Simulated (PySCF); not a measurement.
Compound: C₅H₄ClN.
SMILES with atom numbers: `[CH3:1][C:2]1=[C:3]([C:4]#[N:5])[C@H:6]1[Cl:7]` (hydrogens: H8, H9, H10 on C1; H11 on C6)

Level of theory: TDDFT wB97X-D/def2-SVPD, vertical, gas phase, core orbitals frozen in the response (PySCF 2.14.0, density-fitted response routines). Isolated species at its GFN2-xTB geometry, gas phase.

Predict the UV-vis stick spectrum at this level.

| state | E (eV) | E (hartree) | f | main configurations (H = HOMO, L = LUMO) |
| --- | --- | --- | --- | --- |
| S1 | 5.23 | 0.1920 | 0.0080 | H-1→L (82%), H-3→L (8%) |
| S2 | 5.68 | 0.2087 | 0.214 | H→L (81%) |
| S3 | 5.96 | 0.2191 | 0.011 | H-2→L (66%), H-3→L (19%) |
| S4 | 6.62 | 0.2432 | 0.0081 | H→L+1 (70%) |
| S5 | 6.79 | 0.2497 | 0.0020 | H-3→L (60%), H-2→L (20%), H→L+1 (11%) |
| S6 | 7.27 | 0.2670 | 0.028 | H-1→L+1 (44%), H-1→L+3 (39%) |
| S7 | 7.71 | 0.2832 | 0.017 | H-4→L (43%), H-2→L+3 (17%), H-2→L+1 (17%) |
| S8 | 7.73 | 0.2841 | 0.052 | H-5→L (28%), H-4→L (22%), H-2→L+1 (11%) |

Triplets, Tamm–Dancoff:

```
state  E (eV)  λ (nm)  main configurations (H = HOMO, L = LUMO)
   T1    3.67   337.4                                 H→L (94%)
   T2    4.98   249.1                   H-1→L (84%), H-3→L (9%)
   T3    5.68   218.4                  H-2→L (52%), H-3→L (28%)
```

The lowest singlet lies at 5.23 eV (237 nm, ultraviolet) and is weak; its leading configuration is HOMO-1→LUMO (82%). The most intense listed level is S2 at 5.68 eV (218 nm, f = 0.214), 0.45 eV above S1. Löwdin shares by element: HOMO carbon 44% or more, nitrogen 16%, chlorine 13% (atoms not listed hold the other 27%); LUMO carbon 66% or more, nitrogen 19% (atoms not listed hold the other 16%). The listed states span 2.50 eV, and the widest gap between neighbours is 0.65 eV (S3 to S4). The oscillator strengths of these states sum to 0.340; summed over the whole spectrum of an exact calculation they would give the number of electrons, 58 (Thomas–Reiche–Kuhn). Of the 8 states listed, 5 reach f = 0.01 and none stays under 0.0005. The window holds the lowest 8 singlets.
